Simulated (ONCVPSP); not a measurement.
Reading a pseudo-wave (ruthenium (Ru))

Columns: radius, all-electron u(r) and pseudo u(r) of the 4d shell (level -5.22 eV) of ruthenium in the configuration [Ar] 3d10 4s2 4p6 4d7 5s1; PBEsol, scalar-relativistic, ONCV scheme, ONCVPSP 4.0.1.

```json
{"r (bohr)": "0.100", "all-electron": "-0.1598", "pseudo": "0.0027"}
{"r (bohr)": "0.200", "all-electron": "-0.3679", "pseudo": "0.0207"}
{"r (bohr)": "0.300", "all-electron": "-0.3575", "pseudo": "0.0652"}
{"r (bohr)": "0.400", "all-electron": "-0.1885", "pseudo": "0.1407"}
{"r (bohr)": "0.500", "all-electron": "0.0388", "pseudo": "0.2440"}
{"r (bohr)": "0.600", "all-electron": "0.2615", "pseudo": "0.3652"}
{"r (bohr)": "0.700", "all-electron": "0.4498", "pseudo": "0.4909"}
{"r (bohr)": "0.800", "all-electron": "0.5948", "pseudo": "0.6070"}
{"r (bohr)": "0.900", "all-electron": "0.6968", "pseudo": "0.7024"}
{"r (bohr)": "1.000", "all-electron": "0.7615", "pseudo": "0.7705"}
{"r (bohr)": "1.100", "all-electron": "0.7962", "pseudo": "0.8100"}
{"r (bohr)": "1.200", "all-electron": "0.8079", "pseudo": "0.8236"}
{"r (bohr)": "1.300", "all-electron": "0.8029", "pseudo": "0.8171"}
{"r (bohr)": "1.400", "all-electron": "0.7860", "pseudo": "0.7965"}
{"r (bohr)": "1.500", "all-electron": "0.7612", "pseudo": "0.7675"}
{"r (bohr)": "1.600", "all-electron": "0.7312", "pseudo": "0.7342"}
{"r (bohr)": "1.700", "all-electron": "0.6982", "pseudo": "0.6992"}
{"r (bohr)": "1.800", "all-electron": "0.6636", "pseudo": "0.6638"}
{"r (bohr)": "1.900", "all-electron": "0.6287", "pseudo": "0.6287"}
{"r (bohr)": "2.000", "all-electron": "0.5940", "pseudo": "0.5940"}
{"r (bohr)": "2.100", "all-electron": "0.5602", "pseudo": "0.5602"}
{"r (bohr)": "2.200", "all-electron": "0.5275", "pseudo": "0.5275"}
{"r (bohr)": "2.300", "all-electron": "0.4962", "pseudo": "0.4962"}
{"r (bohr)": "2.400", "all-electron": "0.4663", "pseudo": "0.4663"}
{"r (bohr)": "2.500", "all-electron": "0.4380", "pseudo": "0.4380"}
{"r (bohr)": "2.600", "all-electron": "0.4112", "pseudo": "0.4111"}
```

(1) How many radial nodes do the two functions have?

(2) At about which radius was the pseudo-wave matched?

(3) Where does each function peak?

(4) Is the pseudo-wave norm-conserving?

Results:

(1) The all-electron 4d function has n − l − 1 = 1; the pseudo-wave has 0, since the states of the same l below it are removed with the core.

(2) 2.00 bohr. The columns agree to 0.0005 from 1.80 bohr on; several derivatives are matched, so the curves merge somewhat inside the radius.

(3) Outermost all-electron maximum near 1.20 bohr, pseudo maximum near 1.20 bohr (to the table’s step).

(4) Yes: the ONCV scheme keeps the norm inside the radius equal to the all-electron one, which fixes the energy derivative of the logarithmic derivative at the level.
